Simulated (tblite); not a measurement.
Run record: tight-binding relaxation, `C[As+](C)([AlH2-][CH3])C`.

Computed with GFN2-xTB geometry optimisation, gas phase (tblite 0.8.0). Start geometry: from a force field or distance geometry. The command runs a driver script over a list of jobs; the input below is this job's line of settings and its coordinates in Å.

Command:
```bash
OMP_NUM_THREADS=1 python probes_run.py task.json out
```

Input:
```
{"job": {"kind": "relax", "xc": "GFN2-xTB", "basis": "xTB"}, "charge": 0, "multiplicity": 1}
C      2.897700     0.102500    -0.505300
Al     1.531800    -0.816500     0.590700
As    -0.682500     0.033400     0.122200
C     -1.587900    -1.247000    -1.093600
C     -1.610600     0.124400     1.878300
C     -0.713200     1.738200    -0.832800
H      3.718900    -0.566200    -0.779400
H      2.388800     0.500100    -1.414500
H      3.307500     0.948200     0.101300
H      1.902300    -0.731500     2.166500
H      1.524500    -2.395200     0.266200
H     -1.470700    -0.857300    -2.121800
H     -1.085600    -2.222900    -0.964700
H     -2.642000    -1.271700    -0.763000
H     -0.843700     0.472100     2.607100
H     -2.451000     0.827500     1.775100
H     -1.909200    -0.912500     2.085700
H     -0.533300     1.594000    -1.927300
H     -0.020000     2.500500    -0.429600
H     -1.727300     2.190400    -0.764000
```

Output:
```
step      E/eV     max force
  0    -519.12422    3.059
  1    -519.38215    2.419
  2    -519.78571    1.123
  3    -519.87884    0.811
  4    -519.93640    0.524
  5    -519.96037    0.381
  6    -519.98796    0.401
  7    -520.00716    0.307
  8    -520.02110    0.267
  9    -520.03305    0.297
... (132 lines left out)
142    -520.27198    0.019
143    -520.27207    0.018
144    -520.27216    0.023
145    -520.27228    0.032
146    -520.27239    0.024
147    -520.27247    0.016
148    -520.27252    0.015
149    -520.27256    0.021
150    -520.27260    0.018
151    -520.27263    0.009
```

«max force» is the largest atomic force in eV/Å.

Task: From which step on does the largest force stay under 0.1 eV/Å, and how much energy is left to gain from there?

Result: From step 117 (0.071 eV/Å), 11.7 meV above the end.

In short: energy lowered by 26.5 kcal/mol over 151 steps; largest atomic force 0.009 eV/Å at the end.

Task: Where do the atoms end?

Result: 0.731 Å rms from the input after alignment:
```
atom  x, y, z in Å
C1     3.1477   -0.4133   -0.5536
Al2    1.7917   -0.8385    0.8392
As3   -0.3950    0.3036   -0.0687
C4    -1.3963   -0.9219   -1.2263
C5    -1.3321   -0.0348    1.6053
C6    -1.2794    1.9962   -0.5699
H7     4.1233   -0.8909   -0.4035
H8     2.8201   -0.7074   -1.5609
H9     3.3464    0.6669   -0.6026
H10    1.7219   -0.0992    2.2219
H11    1.0134   -2.2112    0.8492
H12   -1.1543   -0.7417   -2.2737
H13   -1.1176   -1.9462   -0.9801
H14   -2.4708   -0.7983   -1.0853
H15   -1.1904    0.8026    2.2889
H16   -2.4001   -0.1887    1.4442
H17   -0.9038   -0.9272    2.0667
H18   -1.0717    2.2355   -1.6125
H19   -0.9013    2.8086    0.0507
H20   -2.3568    1.9165   -0.4321
```

Task: Estimate the wall time. Hardware: one thread of an Arm Neoverse V1 (shared host).

Result: About 1.3 s.
Labels such as C1 count atoms from 1, the log's own numbers from 0.
